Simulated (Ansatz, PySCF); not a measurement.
C$_{3}$H$_{10}$Se$_{2}$Si (SMILES C[Si](C)(C)[Se][SeH]), singlet, geometry from GFN2-xTB, atoms displaced at random by about 0.03 Å a coordinate. Base run: R2SCAN/STO-3G, gradient run with PySCF.

PySCF was given this input:
```python
from pyscf import gto, scf, dft

mol = gto.Mole()
mol.atom = '''
    Se    0.608786    0.125889    0.960606
    Se   -0.478746    1.954315    0.150432
    H     0.642301    2.566126   -0.560300
    Si    0.006598   -1.508123   -0.625781
    C    -1.964038   -1.658894   -0.554679
    C     0.890352   -3.108459   -0.095633
    C     0.631451   -0.868823   -2.326176
    H    -2.317374   -2.375324   -1.278330
    H    -2.271776   -2.028807    0.383206
    H    -2.349076   -0.704143   -0.701824
    H     0.536395   -3.390633    0.989427
    H     1.929014   -2.978863   -0.099191
    H     0.655988   -3.941376   -0.758930
    H     1.644747   -0.778478   -2.302278
    H     0.120623    0.039474   -2.594475
    H     0.303510   -1.595840   -3.140141
'''
mol.basis = 'sto-3g'
mol.charge = 0
mol.spin = 0
mol.verbose = 3
mol.build()

mf = dft.RKS(mol)
mf.xc = 'r2scan'
mf.kernel()
g = mf.nuc_grad_method()
grad = g.kernel()
```

Programs used: Ansatz (a first-principles code), PySCF; a row that names a program was run with it.

The coordinate followed is z of atom 4.

The base run was repeated with changes; each row names its change, and settings that it needs were set with it.

| change | dE/dx (Eh/bohr) | net force (Eh/bohr) |
|---|---|---|
| base | -0.001399 | 0.001227 |
| code = ansatz | -0.001416 | 0.000000 |
| grid_response = on | -0.001457 | 0.000000 |
| grids.level = 0; grid_response = on | 0.003430 | 0.000000 |
| density fitting = on; auxbasis_response = off | -0.001300 | 0.001180 |
| finite difference step (bohr) = 0.01; conv_tol = 1e-11 | -0.001461 | - |
| conv_tol = 1e-4 | -0.001294 | 0.001224 |
| grids.level = 0; grid_response = off | -0.001762 | 0.027406 |
| finite difference step (bohr) = 1e-4; conv_tol = 1e-11 | -0.001457 | - |
| finite difference step (bohr) = 0.05; conv_tol = 1e-11 | -0.001549 | - |
| grids.level = 5; grid_response = off | -0.001412 | 0.000202 |
| conv_tol = 1e-11 | -0.001399 | 0.001227 |

The net force is zero for an exact gradient.
